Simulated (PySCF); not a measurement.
Worked example for hydrogen iodide: proton affinity at atom I1

Structure: `I` (HI). Numbering: `[IH:1]`

Level of theory: ωB97X-D3(BJ)/def2-TZVP single points in PySCF, grid level 2; every species was optimised with PBE0-D3(BJ)/def2-SVP. Zero-point and thermal terms (298.15 K, 1 bar) come from unscaled PBE0-D3(BJ)/def2-SVP harmonic frequencies, with soft modes damped to free rotors in the entropy.

Step: [H2I]+ → HI + H⁺.

```jsonl
{"species": "[H2I]+", "charge": "1", "multiplicity": "1", "E / Eh": "-298.641394"}
{"species": "HI", "charge": "0", "multiplicity": "1", "E / Eh": "-298.395195"}
```

Thermal terms, products less reactant: Δ(H − E) = -13.79 kJ/mol, Δ(G − E) = -39.91 kJ/mol (the bare proton has no electronic energy, H = 5/2 RT). 1 Eh = 2625.50 kJ/mol.

Q: What are ΔE, ΔH and ΔG of this step?

A: ΔE = 0.246199 Eh = 646.40 kJ/mol; ΔH = 632.6 kJ/mol; ΔG = 606.5 kJ/mol, all in the gas phase at 298.15 K and 1 bar. The digits show the arithmetic; the method itself can be off by 10 kJ/mol or more.

Note: atoms past Kr carry effective core potentials.
